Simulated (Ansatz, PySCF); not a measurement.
Spin states of FeO2 (SMILES [O]=[Fe]=[O]), each relaxed with B3LYP-D3(BJ)/def2-TZVP.
State 1 (charge 0, multiplicity 5):
```xyz
3

Fe     0.322    -0.241     0.328
O      0.873     0.312    -1.071
O     -1.228    -0.024     0.673
```
State 2 (charge 0, multiplicity 3):
```xyz
3

Fe     0.200    -0.148     0.202
O      1.026     0.277    -1.076
O     -1.259    -0.081     0.804
```

Singlets are restricted, other states unrestricted; no spin–orbit coupling, no relativity up to Kr; see below for the cores. The largest T1 diagnostic is 0.114.

Programs: Ansatz (a quantum-chemistry and plane-wave program) with Gaussian orbitals; PySCF for the dispersion terms. 

Problem. Give the energy of the multiplicity-3 state less that of the multiplicity-5 state at the level SVWN5/def2-TZVPP.

Solution. -7 kJ/mol
